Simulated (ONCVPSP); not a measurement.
# Plane-wave convergence, ONCV potential for Sc (Z = 21)

```
Element                 : Sc (Z = 21)
Generator               : ONCVPSP 4.0.1
Type                    : optimised norm-conserving Vanderbilt (ONCV)
Functional              : PBE
Relativity              : scalar-relativistic
Frozen core             : [Ne]
Valence charge          : 11
Reference configuration : 3s2 3p6 3d1 4s1.5 4p0.5
Partial waves           : 3s+4s: rc 1.90 bohr, ncon 4, nbas 8, qcut 4.9 1/bohr, 2 projectors; 3p+4p: rc 2.20 bohr, ncon 5, nbas 10, qcut 5.8 1/bohr, 2 projectors; 3d: rc 2.15 bohr, ncon 3, nbas 7, qcut 8.8 1/bohr, 2 projectors, debl 3 Ha
Local potential         : polynomial inside 1.85 bohr (lpopt 3, dvloc0 0 Ha)
Core correction         : none
```

Problem. For each optimised wave give the share of its norm inside rc, the residual kinetic energy above qcut (Ha) and the cutoffs (Ha) for errors of 10, 1, 0.1 and 0.01 mHa per electron.

Solution.

| wave | norm inside rc | residual KE | 10 mHa | 1 mHa | 0.1 mHa | 0.01 mHa |
| --- | --- | --- | --- | --- | --- | --- |
| 3s | 0.962 | 3.9e-05 | 4.8 | 6.4 | 7.9 | 41.4 |
| 4s | 0.059 | 6.9e-05 | 3.6 | 5.4 | 11.1 | 37.7 |
| 3p | 0.967 | 3.0e-05 | 10.8 | 13.4 | 15.8 | 30.6 |
| 4p | 0.039 | 6.0e-06 | 7.0 | 10.8 | 13.8 | 16.5 |
| 3d | 0.709 | 2.5e-08 | 18.5 | 23.1 | 27.0 | 30.2 |
| d projector 2 | 0.183 | 1.6e-07 | 22.3 | 27.4 | 31.2 | 34.1 |

The occupied waves need 23 Ha and 27 Ha for 1 and 0.1 mHa. Its largest configuration-test error is -321 meV.
